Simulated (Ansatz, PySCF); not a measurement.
Process, species as SMILES: c1cc[n-]c1 -> [c-]1ccc[nH]1
Each molecule is optimised on its own at B3LYP-D3(BJ)/def2-TZVP (Ansatz, a quantum-chemistry and plane-wave program).

Quantity: isomerisation energy (electronic energy difference), in kcal/mol. Cores are frozen in the correlated levels unless marked. No spin-orbit coupling. Non-relativistic. Anions need diffuse functions: def2-D sets add few; the other sets have none. 

| level | program | isomerisation energy (kcal/mol) |
|---|---|---|
| HF/cc-pVDZ | Ansatz | 39.2 |
| revPBE-D3(BJ)/def2-TZVPD | Ansatz + dftd3 | 36.3 |
| B3LYP/def2-TZVPD | Ansatz | 36.9 |
| TPSSh-D3(BJ)/def2-TZVPD | PySCF + dftd3 | 37.3 |
| MP2/STO-3G | Ansatz | 66.1 |
| CCSD(T)/cc-pVTZ | Ansatz | 38.5 |
